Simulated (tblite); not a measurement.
Compound: C7H8N (charge -1).
Bonds: C1–C2 (double), C2–C3, C3–C4 (aromatic), C4–N5 (aromatic), N5–C6 (aromatic), C6–C7, C6–C8 (aromatic), C3–C8 (aromatic). Hydrogens: H9, H10 on C1; H11 on C2; H12 on C4; H13, H14, H15 on C7; H16 on C8.
Bond orders are those of one Lewis drawing.

Computed with GFN2-xTB (tblite), gas phase: Langevin dynamics at 200 K from the optimised GFN2-xTB geometry, time step 0.5 fs, friction 0.01 fs⁻¹, 2000 steps.

Start geometry:
```
atom  x, y, z in Å
C1     -2.914   -0.607    0.372
C2     -2.162    0.431   -0.018
C3     -0.743    0.474   -0.122
C4      0.022    1.576   -0.536
N5      1.332    1.325   -0.537
C6      1.451    0.032   -0.115
C7      2.797   -0.615    0.012
C8      0.224   -0.531    0.150
H9     -2.474   -1.549    0.657
H10    -3.993   -0.552    0.421
H11    -2.671    1.357   -0.292
H12    -0.350    2.549   -0.836
H13     2.687   -1.643    0.359
H14     3.429   -0.073    0.722
H15     3.320   -0.627   -0.949
H16     0.038   -1.538    0.496
```

The statistics below take the 31 frames saved every 25 fs from 250 to 1000 fs; their kinetic temperature (all 3N coordinates) averages 195 K.

**Question.** How do the bond lengths spread?

**Answer.** 
```json
{"bond": "C1=C2", "start (Å)": "1.340", "mean (Å)": "1.346", "standard deviation (Å)": "0.020", "shortest (Å)": "1.314", "longest (Å)": "1.389"}
{"bond": "C2–C3", "start (Å)": "1.424", "mean (Å)": "1.424", "standard deviation (Å)": "0.023", "shortest (Å)": "1.379", "longest (Å)": "1.467"}
{"bond": "C3–C4", "start (Å)": "1.404", "mean (Å)": "1.393", "standard deviation (Å)": "0.021", "shortest (Å)": "1.338", "longest (Å)": "1.432"}
{"bond": "C4–N5", "start (Å)": "1.334", "mean (Å)": "1.320", "standard deviation (Å)": "0.015", "shortest (Å)": "1.287", "longest (Å)": "1.341"}
{"bond": "N5–C6", "start (Å)": "1.365", "mean (Å)": "1.385", "standard deviation (Å)": "0.016", "shortest (Å)": "1.352", "longest (Å)": "1.436"}
{"bond": "C6–C7", "start (Å)": "1.499", "mean (Å)": "1.500", "standard deviation (Å)": "0.023", "shortest (Å)": "1.460", "longest (Å)": "1.549"}
{"bond": "C6–C8", "start (Å)": "1.376", "mean (Å)": "1.375", "standard deviation (Å)": "0.022", "shortest (Å)": "1.342", "longest (Å)": "1.418"}
{"bond": "C3–C8", "start (Å)": "1.421", "mean (Å)": "1.434", "standard deviation (Å)": "0.018", "shortest (Å)": "1.393", "longest (Å)": "1.468"}
{"bond": "C1–H9", "start (Å)": "1.078", "mean (Å)": "1.083", "standard deviation (Å)": "0.014", "shortest (Å)": "1.049", "longest (Å)": "1.107"}
{"bond": "C1–H10", "start (Å)": "1.081", "mean (Å)": "1.084", "standard deviation (Å)": "0.023", "shortest (Å)": "1.033", "longest (Å)": "1.138"}
{"bond": "C2–H11", "start (Å)": "1.091", "mean (Å)": "1.095", "standard deviation (Å)": "0.023", "shortest (Å)": "1.053", "longest (Å)": "1.138"}
{"bond": "C4–H12", "start (Å)": "1.083", "mean (Å)": "1.086", "standard deviation (Å)": "0.016", "shortest (Å)": "1.050", "longest (Å)": "1.121"}
{"bond": "C7–H13", "start (Å)": "1.091", "mean (Å)": "1.096", "standard deviation (Å)": "0.029", "shortest (Å)": "1.032", "longest (Å)": "1.158"}
{"bond": "C7–H14", "start (Å)": "1.094", "mean (Å)": "1.095", "standard deviation (Å)": "0.018", "shortest (Å)": "1.062", "longest (Å)": "1.132"}
{"bond": "C7–H15", "start (Å)": "1.094", "mean (Å)": "1.091", "standard deviation (Å)": "0.023", "shortest (Å)": "1.030", "longest (Å)": "1.141"}
{"bond": "C8–H16", "start (Å)": "1.080", "mean (Å)": "1.085", "standard deviation (Å)": "0.025", "shortest (Å)": "1.042", "longest (Å)": "1.148"}
```

**Question.** Give the same statistics for bond angles, one of each kind among heavy atoms.

**Answer.** 
```csv
angle,start (°),mean (°),standard deviation (°),smallest (°),largest (°)
C1–C2–C3,127.2,127.5,3.2,119.5,136.1
C2–C3–C4,126.0,127.2,2.1,124.3,132.4
C2–C3–C8,130.0,128.8,2.7,123.1,133.4
C4–C3–C8,104.0,103.7,1.9,100.5,108.9
C3–C4–N5,112.8,113.8,2.0,109.3,117.7
C4–N5–C6,105.3,105.1,1.7,102.5,109.0
N5–C6–C7,120.9,120.2,2.4,115.6,125.3
N5–C6–C8,111.7,111.0,1.4,108.7,114.6
C7–C6–C8,127.5,128.4,2.3,124.1,134.2
C3–C8–C6,106.3,106.1,1.5,103.1,109.5
```

**Question.** Follow the torsion C1–C2–C3–C4 through every second one of these frames.

**Answer.** 
```tsv
t (fs)	C1–C2–C3–C4 (°)
250	176
300	-169
350	-161
400	-177
450	168
500	170
550	-177
600	-171
650	176
700	171
750	164
800	156
850	163
900	176
950	-173
1000	-174
```

Largest departure from the start value over all these frames: C1–C2–C3–C4 24° (start 180°).

**Question.** How widely does the potential energy scatter, against a harmonic estimate?

**Answer.** Mean 0.35 eV above the start, standard deviation 0.086 eV, range 0.21 to 0.52 eV. For 42 classical harmonic modes at 200 K the canonical values are 42kT/2 = 0.36 eV and kT·√(42/2) = 0.079 eV.

The run is classical and short, so these are rough statistics of one trajectory.

What follows is the cost of the whole dynamics run. On one thread, Intel Xeon Platinum 8375C at 2.90 GHz (x86_64), shared host, this took 11 s and 0.18 GiB of memory at its peak.
